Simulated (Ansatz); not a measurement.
`C[SiH]1N=C[SiH2]O1` and `C1=N[SiH2]O[SiH2]1` differ in one atom or group.

Ansatz, PBE0-D4/def2-TZVP geometries, multiplicity 1. 

| property | `C[SiH]1N=C[SiH2]O1` |
| --- | --- |
| size of the dipole moment (ωB97M-V/def2-TZVPP) / D | 0.92 |
| HOMO energy (ωB97M-V/def2-TZVPP) / eV | -9.17 |
| LUMO energy (B3LYP/def2-TZVPP) / eV | -1.49 |
| HOMO energy (PBE0/def2-TZVPP) / eV | -6.89 |
| HOMO–LUMO gap (PBE/def2-TZVPP) / eV | 3.22 |
| HOMO–LUMO gap (ωB97M-V/def2-TZVPP) / eV | 10.10 |

Task: Give the same properties after the change, and the shifts. (An estimate is asked.)

Result: Computed: 
```tsv
property	`C1=N[SiH2]O[SiH2]1`	shift
size of the dipole moment (ωB97M-V/def2-TZVPP) / D	1.28	0.36
HOMO energy (ωB97M-V/def2-TZVPP) / eV	-9.35	-0.18
LUMO energy (B3LYP/def2-TZVPP) / eV	-1.64	-0.15
HOMO energy (PBE0/def2-TZVPP) / eV	-7.08	-0.19
HOMO–LUMO gap (PBE/def2-TZVPP) / eV	3.25	0.03
HOMO–LUMO gap (ωB97M-V/def2-TZVPP) / eV	10.15	0.05
```

Dipoles are sizes alone; their direction can turn.

B3LYP here is the variant with VWN-RPA as its local correlation; programs differ in this.
